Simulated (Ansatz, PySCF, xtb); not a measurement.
Gas-phase reaction 2 R1 + R2 → P1 + P2 + P3, each structure at its B3LYP-D3(BJ)/def2-TZVP stationary point, reached from a drawn start (curvature not checked).
P1: CH4 (SMILES C), charge 0, multiplicity 1.
R1: H2 (SMILES [H][H]), charge 0, multiplicity 1.
P2: HCl (SMILES Cl), charge 0, multiplicity 1.
P3, SiH4 (SMILES [SiH4]) (charge 0, multiplicity 1):
```xyz
5

Si     0.000     0.000     0.000
H      0.855     0.855     0.855
H     -0.855    -0.855     0.855
H     -0.855     0.855    -0.855
H      0.855    -0.855    -0.855
```
R2, CH5ClSi (SMILES C[SiH2]Cl) (charge 0, multiplicity 1):
```xyz
8

Si     0.8066     0.2863     0.0187
C     -0.9947    -0.1836     0.0398
Cl     1.9304    -1.3055    -0.6937
H      1.0568     1.4349    -0.8771
H      1.3013     0.5992     1.3759
H     -1.1628    -1.0461     0.6865
H     -1.5958     0.6489     0.4138
H     -1.3418    -0.4339    -0.9638
```

```
level                                  reaction energy (kJ/mol)  minus CCSD(T)/CBS(cc-pV(T+d)Z, cc-pV(Q+d)Z)
-------------------------------------  ------------------------  -------------------------------------------
GFN1-xTB                                                   -9.5                                        -66.5
GFN2-xTB                                                  -44.5                                       -101.4
HF/cc-pV(D+d)Z                                              3.1                                        -53.8
HF/cc-pV(Q+d)Z                                             23.2                                        -33.8
PBE/def2-TZVPP                                             47.4                                         -9.6
PBE-D3(BJ)/def2-TZVPP                                      54.3                                         -2.6
BLYP/def2-TZVPP                                            36.6                                        -20.3
BLYP-D4/def2-TZVPP                                         52.5                                         -4.4
revPBE/def2-TZVPP                                          44.3                                        -12.7
revPBE-D3(BJ)/def2-TZVPP                                   59.2                                          2.3
revPBE-D4/def2-TZVPP                                       61.1                                          4.1
r2SCAN/def2-TZVPP                                          57.8                                          0.8
r2SCAN-D3(BJ)/def2-TZVPP                                   59.9                                          2.9
r2SCAN-D4/def2-TZVPP                                       59.6                                          2.6
B97M-V/def2-TZVPP                                          48.0                                         -9.0
B3LYP-D3(BJ)/def2-TZVPP                                    50.1                                         -6.9
PBE0-D3(BJ)/def2-TZVPP                                     52.0                                         -5.0
PBE0-D4/def2-TZVPP                                         51.9                                         -5.1
BHLYP/def2-TZVPP                                           34.8                                        -22.2
BHLYP-D3(BJ)/def2-TZVPP                                    46.5                                        -10.5
BHLYP-D4/def2-TZVPP                                        45.6                                        -11.3
M06-2X/def2-TZVPP                                          64.2                                          7.2
CAM-B3LYP-D3(BJ)/def2-TZVPP                                43.5                                        -13.4
CAM-B3LYP-D4/def2-TZVPP                                    43.5                                        -13.4
wB97X-V/def2-TZVPP                                         50.1                                         -6.8
wB97M-V/def2-TZVPP                                         54.6                                         -2.4
B2PLYP/def2-TZVPP                                          45.1                                        -11.9
B2PLYP-D4/def2-TZVPP                                       50.4                                         -6.6
MP2/cc-pV(D+d)Z                                            34.5                                        -22.5
MP2/cc-pV(T+d)Z                                            60.7                                          3.7
MP2/cc-pV(Q+d)Z                                            66.0                                          9.0
MP2/CBS(cc-pV(T+d)Z, cc-pV(Q+d)Z)                          69.7                                         12.7
SCS-MP2/cc-pV(D+d)Z                                        24.7                                        -32.3
SCS-MP2/cc-pV(T+d)Z                                        49.7                                         -7.3
SCS-MP2/cc-pV(Q+d)Z                                        54.9                                         -2.0
CCSD/cc-pV(D+d)Z                                           14.3                                        -42.6
CCSD/cc-pV(T+d)Z                                           39.3                                        -17.6
CCSD(T)/cc-pV(D+d)Z                                        18.3                                        -38.7
CCSD(T)/cc-pV(T+d)Z                                        45.5                                        -11.5
CCSD(T)/CBS(cc-pV(T+d)Z, cc-pV(Q+d)Z)                      57.0                                          0.0
```

 The comparison column counts from a level with limits of its own.

P less R. No zero-point or thermal terms.

Cores are frozen in the correlated methods. CBS(a, b) extrapolates the correlation energy as X⁻³ and adds the Hartree–Fock energy of set b.

The values were computed with Ansatz (a program for electronic structure) with Gaussian orbitals; PySCF for M06-2X and the D3/D4 terms; xtb for the GFN methods. Each number belongs to the level named beside it.
